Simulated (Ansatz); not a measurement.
Geometry optimisation, Ansatz, DFT PBEsol, scalar-relativistic, plane waves, PAW.

Input file:

```yaml
accuracy: low
crystal:
  lattice:
    - [0.0, 5.43, 5.43]
    - [5.43, 0.0, 5.43]
    - [5.43, 5.43, 0.0]
  atoms:
    - { symbol: Si, position: [0.0, 0.0, 0.0] }
    - { symbol: Si, position: [0.125, 0.125, 0.125] }
    - { symbol: Si, position: [0.0, 0.0, 0.5] }
    - { symbol: Si, position: [0.125, 0.125, 0.625] }
    - { symbol: Si, position: [0.0, 0.5, 0.0] }
    - { symbol: Si, position: [0.125, 0.625, 0.125] }
    - { symbol: Si, position: [0.0, 0.5, 0.5] }
    - { symbol: Si, position: [0.125, 0.625, 0.625] }
    - { symbol: Si, position: [0.5, 0.0, 0.0] }
    - { symbol: Si, position: [0.625, 0.125, 0.125] }
    - { symbol: Si, position: [0.5, 0.0, 0.5] }
    - { symbol: Si, position: [0.625, 0.125, 0.625] }
    - { symbol: Si, position: [0.5, 0.5, 0.0] }
    - { symbol: Si, position: [0.625, 0.625, 0.125] }
    - { symbol: Si, position: [0.5, 0.5, 0.5] }
    - { symbol: Si, position: [0.625, 0.625, 0.625] }
    - { symbol: Ti, position: [0.2506763, 0.7453557, 0.2497282] }
basis:
  ecutwfc: 420.0
kpoints:
  mp_grid: { grid: [2, 2, 2] }
hamiltonian:
  xc: pbesol
  pseudopotentials: { kind: paw, azcp: { folder: soft_1 } }
scf:
  occupations: { method: fermi_dirac, width: 0.05 }
  lower_state_search: "off"
relax:
  f_tol: 0.08
  max_steps: 25
  adjacent_minimum: "off"
```

Command:

```bash
$ ansatz run input.yaml --threads 1 --pin off --max-ram 3072MiB --backend cpu --events-out ev --progress --plain --runs-dir out
```

Task: Where does it end, and by what steps?

Result: It converged. Limits of this set-up: coarse k mesh, PAW files made for another functional, low accuracy level. After 2 steps the energy has fallen by 0.337 eV; Si8 moved furthest, 0.07 Å.

```json
{"step": "0", "energy less start (eV)": "0.0000", "largest force component (eV/Å)": "1.093", "accepted": "yes"}
{"step": "1", "energy less start (eV)": "-0.3163", "largest force component (eV/Å)": "0.297", "accepted": "yes"}
{"step": "2", "energy less start (eV)": "-0.3366", "largest force component (eV/Å)": "0.022", "accepted": "yes"}
```

```xyz
17
Lattice="0.0000 5.4300 5.4300 5.4300 0.0000 5.4300 5.4300 5.4300 0.0000" Properties=species:S:1:pos:R:3
Si 0.000 -0.035 0.000
Si 1.399 1.315 1.399
Si 2.748 2.714 -0.001
Si 4.053 4.089 1.372
Si 2.715 0.000 2.715
Si 4.030 1.316 4.030
Si 5.429 2.717 2.678
Si 6.829 4.115 4.030
Si -0.001 2.714 2.748
Si 1.372 4.089 4.054
Si 2.712 5.430 2.713
Si 4.053 6.771 4.054
Si 2.678 2.716 5.429
Si 4.030 4.115 6.829
Si 5.427 5.465 5.427
Si 6.801 6.771 6.802
Ti 5.428 2.715 5.429
```

Time of the run: 17 s on 1 thread of Arm Neoverse V2, with other jobs on the host, peak memory 0.54 GiB.
